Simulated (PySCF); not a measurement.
**Frontier levels across methods**

Species: C₂H₅NOSi.
SMILES with atom numbers: `[CH3:1][Si@H:2]([OH:3])[C:4]#[N:5]` (hydrogens: H6, H7, H8 on C1; H9 on Si2; H10 on O3)

Cartesian coordinates in Å at the PBE0-D3(BJ)/def2-SVP level; atoms count from 1:
```xyz
10
C2H5NOSi angstrom
C     -1.4602   -0.4526    0.0286
Si     0.2109    0.2326    0.4316
O      0.4071    1.6556   -0.3943
C      1.5073   -0.9849   -0.1532
N      2.3123   -1.7324   -0.5254
H     -2.2492    0.2421    0.3539
H     -1.6146   -1.4181    0.5338
H     -1.5525   -0.6059   -1.0568
H      0.4640    0.3919    1.8911
H      1.2483    2.1149   -0.3133
```

Basis pcSseg-2 throughout (PySCF), one geometry. Geometry: PBE0-D3(BJ)/def2-SVP, one conformer, isolated molecule.

Q: How do the orbital energies, the gap and the dipole change with the method?

A: 
| method | kind | HOMO (eV) | LUMO (eV) | gap (eV) | μ (D) | SCF cycles |
| --- | --- | --- | --- | --- | --- | --- |
| BLYP | GGA | -7.80 | -1.68 | 6.11 | 3.27 | 16 |
| OPBE | GGA | -7.82 | -1.63 | 6.19 | 3.26 | 16 |
| PBE | GGA | -7.87 | -1.80 | 6.07 | 3.27 | 16 |
| B97-D | GGA | -7.91 | -1.67 | 6.24 | 3.28 | 16 |
| KT2 | GGA | -7.97 | -1.85 | 6.12 | 3.26 | 17 |
| BP86 | GGA | -7.99 | -1.85 | 6.14 | 3.28 | 15 |
| KT3 | GGA | -8.00 | -1.79 | 6.21 | 3.25 | 16 |
| LDA | LDA | -8.00 | -2.05 | 5.95 | 3.34 | 16 |
| B97-2 | global hybrid | -9.09 | -0.87 | 8.22 | 3.30 | 15 |
| B3LYP | global hybrid | -9.13 | -1.11 | 8.02 | 3.31 | 14 |
| PBE0 | global hybrid | -9.35 | -0.86 | 8.48 | 3.31 | 14 |
| mPW1PW91 | global hybrid | -9.38 | -0.86 | 8.52 | 3.31 | 14 |
| BHandHLYP | global hybrid | -10.65 | 0.05 | 10.69 | 3.36 | 13 |
| CAM-B3LYP | range-separated hybrid | -10.78 | 0.14 | 10.92 | 3.34 | 13 |
| wB97X-D | range-separated hybrid | -11.25 | 0.94 | 12.19 | 3.31 | 14 |
| LC-wPBE | range-separated hybrid | -12.16 | 1.34 | 13.50 | 3.34 | 14 |
| HF | Hartree–Fock | -12.58 | 2.19 | 14.77 | 3.43 | 12 |

The HOMO spans 4.78 eV, from BLYP down to HF, and the gap runs from 5.95 eV (LDA) to 14.77 eV (HF). Over the methods BLYP (0 %), OPBE (0 %), PBE (0 %), B97-D (0 %), KT2 (0 %), BP86 (0 %), KT3 (0 %), LDA (0 %), B97-2 (21 %), B3LYP (20 %), PBE0 (25 %), mPW1PW91 (25 %), BHandHLYP (50 %), HF (100 %), a straight line through the gap against the share of exact exchange rises by 0.88 eV for each 10 % (correlation coefficient 0.999). The dipole ranges from 3.25 D (KT3) to 3.43 D (HF). This basis has no diffuse functions.
